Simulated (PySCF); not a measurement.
## Computed properties of Sn(I)(NH2) (H2INSn), SMILES [NH2][Sn][I]

Sn(I)(NH2) (H2INSn), SMILES [NH2][Sn][I] (connectivity only; charge and spin as stated), neutral, multiplicity 1. Coordinates come from a PBE0-D3(BJ)/def2-SVP optimisation. The def2 effective core potentials stand for the cores of I, Sn; spin–orbit coupling is left out. The values are those of a single conformer. All values are computed for the isolated molecule unless a solvent is named; none is compared with measurement here.

**Structure.** The optimised structure has Cs symmetry. All 9 harmonic modes at PBE0-D3(BJ)/def2-SVP (PySCF) are real, so it is a minimum. With heavy atoms numbered as in [Sn:1]([I:2])[NH2:3], the shortest bond between them is Sn1–N3 at 2.023 Å and the longest Sn1–I2 at 2.771 Å.

**Vibrations.** The strongest infrared lines (harmonic, unscaled, degenerate partners summed) lie at 379 cm⁻¹ (172 km/mol, H 85 %, N 15 %), 612 cm⁻¹ (59 km/mol, N 67 %, H 23 %, Sn 10 %), 450 cm⁻¹ (45 km/mol, H 96 %). The softest mode is at 138 cm⁻¹ and the zero-point energy is 16.0 kcal/mol.

**Electronic structure.** CAM-B3LYP/def2-TZVPD (PySCF) places the frontier levels at -8.24 and -1.46 eV, a gap of 6.78 eV, and gives a dipole moment of 3.33 D and a mean polarisability of 92.1 bohr³.

**Excitations.** TDA-CAM-B3LYP/def2-SVPD (PySCF) has S1 at 3.83 eV (324 nm, f = 0.018, weak); the most intense of the 10 singlets computed lies at 6.01 eV (f = 0.68). T1 (TDA) is at 2.95 eV, 0.88 eV under S1. No vertical singlet excitation falls in the visible range (under 3.1 eV).
